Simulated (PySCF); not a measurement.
**A survey of 29Si NMR shifts**

Computed data (PySCF 2.14): PBE0/pcSseg-1 with gauge-including orbitals, GFN2-xTB geometry. Non-relativistic Hamiltonian, a single conformation, no solvent, one averaged value for each set of equivalent atoms.

Shieldings were converted by a linear fit to measured shifts: 29Si: δ = 279.94 − 0.822σ (rms 8.9 ppm, 72 shifts, 25.8 ppm with the 6 outliers that the fit left out vs TMS, solution or neat liquid). A few per cent of atoms miss by over 2 rms, more outside the fitted compound classes.

(1) Give the 29Si shifts of `CO[Si](C)(C)[SiH2][C@@H](F)C=O`, `C=C[C@H](C)N[SiH2]S`, `C#C[Si@@H]1N[SiH2]CN[Si@@H](O)N1`, `CC[Si](C)([SiH3])[SiH3]`, `C=C1C[Si@@H]([SiH3])[Si@@H]1Cl`, `O=CN[SiH2]O[SiH](O)O`, `C=CO[Si@@H]([SiH3])S[SiH3]`.

(2) Match the shifts -33.9, -42.8, -67.6 ppm to `C[C@@H](S)[C@@H]1CC[SiH2]1`, `CSCC/C=C/[SiH3]`, `O=C1OC=CO[SiH2]1`.

## Answers

(1) 
| compound | environment | δ (ppm) |
| --- | --- | --- |
| [CH3:1][O:2][Si:3]([CH3:4])([CH3:5])[SiH2:6][C@@H:7]([F:8])[CH:9]=[O:10] | Si3: silicon bonded to 2 C, O, Si | 1.6 |
| [CH3:1][O:2][Si:3]([CH3:4])([CH3:5])[SiH2:6][C@@H:7]([F:8])[CH:9]=[O:10] | Si6: silicon bonded to C, Si, 2 H | -65.8 |
| C=C[C@H](C)N[SiH2]S | silicon bonded to N, S, 2 H | -33.2 |
| [CH:1]#[C:2][Si@@H:3]1[NH:4][SiH2:5][CH2:6][NH:7][Si@@H:8]([OH:9])[NH:10]1 | Si5: silicon bonded to C, N, 2 H, in a 7-membered ring | -29.7 |
| [CH:1]#[C:2][Si@@H:3]1[NH:4][SiH2:5][CH2:6][NH:7][Si@@H:8]([OH:9])[NH:10]1 | Si8: silicon bonded to 2 N, O, H, in a 7-membered ring | -36.5 |
| [CH:1]#[C:2][Si@@H:3]1[NH:4][SiH2:5][CH2:6][NH:7][Si@@H:8]([OH:9])[NH:10]1 | Si3: silicon bonded to C, 2 N, H, in a 7-membered ring | -53.0 |
| [CH3:1][CH2:2][Si:3]([CH3:4])([SiH3:5])[SiH3:6] | Si3: silicon bonded to 2 C, 2 Si | -42.5 |
| [CH3:1][CH2:2][Si:3]([CH3:4])([SiH3:5])[SiH3:6] | Si5/6: silicon bonded to Si, 3 H (×2) | -102.6 |
| [CH2:1]=[C:2]1[CH2:3][Si@@H:4]([SiH3:5])[Si@@H:6]1[Cl:7] | Si6: silicon bonded to C, Cl, Si, H, in a 4-membered ring | -5.1 |
| [CH2:1]=[C:2]1[CH2:3][Si@@H:4]([SiH3:5])[Si@@H:6]1[Cl:7] | Si4: silicon bonded to C, 2 Si, H, in a 4-membered ring | -54.1 |
| [CH2:1]=[C:2]1[CH2:3][Si@@H:4]([SiH3:5])[Si@@H:6]1[Cl:7] | Si5: silicon bonded to Si, 3 H | -102.3 |
| [O:1]=[CH:2][NH:3][SiH2:4][O:5][SiH:6]([OH:7])[OH:8] | Si4: silicon bonded to N, O, 2 H | -51.8 |
| [O:1]=[CH:2][NH:3][SiH2:4][O:5][SiH:6]([OH:7])[OH:8] | Si6: silicon bonded to 3 O, H | -59.4 |
| [CH2:1]=[CH:2][O:3][Si@@H:4]([SiH3:5])[S:6][SiH3:7] | Si4: silicon bonded to O, S, Si, H | -0.6 |
| [CH2:1]=[CH:2][O:3][Si@@H:4]([SiH3:5])[S:6][SiH3:7] | Si7: silicon bonded to S, 3 H | -56.8 |
| [CH2:1]=[CH:2][O:3][Si@@H:4]([SiH3:5])[S:6][SiH3:7] | Si5: silicon bonded to Si, 3 H | -104.8 |

(2) -33.9: C[C@@H](S)[C@@H]1CC[SiH2]1 (silicon bonded to 2 C, 2 H, in a 4-membered ring); -42.8: O=C1OC=CO[SiH2]1 (silicon bonded to C, O, 2 H, in a 6-membered ring); -67.6: CSCC/C=C/[SiH3] (silicon bonded to C, 3 H).
